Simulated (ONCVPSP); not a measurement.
**Reading a pseudo-wave (Si)**

Columns: radius, all-electron u(r) and pseudo u(r) of the 3s shell (level -10.77 eV) of silicon in the configuration [Ne] 3s2 3p2; PBE, non-relativistic, ONCV scheme, ONCVPSP 4.0.1.

| r (bohr) | all-electron | pseudo |
| --- | --- | --- |
| 0.093 | 0.1374 | 0.0193 |
| 0.185 | -0.0921 | 0.0401 |
| 0.278 | -0.2726 | 0.0642 |
| 0.370 | -0.3373 | 0.0927 |
| 0.463 | -0.3087 | 0.1272 |
| 0.555 | -0.2217 | 0.1675 |
| 0.648 | -0.1029 | 0.2145 |
| 0.740 | 0.0256 | 0.2663 |
| 0.833 | 0.1539 | 0.3228 |
| 0.925 | 0.2719 | 0.3809 |
| 1.018 | 0.3779 | 0.4401 |
| 1.110 | 0.4680 | 0.4972 |
| 1.203 | 0.5440 | 0.5519 |
| 1.295 | 0.6052 | 0.6015 |
| 1.388 | 0.6538 | 0.6457 |
| 1.480 | 0.6898 | 0.6821 |
| 1.573 | 0.7151 | 0.7101 |
| 1.665 | 0.7303 | 0.7282 |
| 1.758 | 0.7370 | 0.7367 |
| 1.850 | 0.7363 | 0.7363 |
| 1.943 | 0.7293 | 0.7293 |
| 2.035 | 0.7172 | 0.7172 |
| 2.128 | 0.7008 | 0.7008 |
| 2.220 | 0.6812 | 0.6812 |
| 2.313 | 0.6588 | 0.6588 |
| 2.405 | 0.6348 | 0.6348 |

(1) How many radial nodes do the two functions have?

(2) At about which radius was the pseudo-wave matched?

(3) Where does each function peak?

(4) Is the pseudo-wave norm-conserving?

Results:

(1) The all-electron 3s function has n − l − 1 = 2; the pseudo-wave has 0, since the states of the same l below it are removed with the core.

(2) 1.85 bohr, where the columns begin to agree (steps of 0.09 bohr).

(3) Outermost all-electron maximum near 1.76 bohr, pseudo maximum near 1.76 bohr (to the table’s step).

(4) Yes: the ONCV scheme keeps the norm inside the radius equal to the all-electron one, which fixes the energy derivative of the logarithmic derivative at the level.
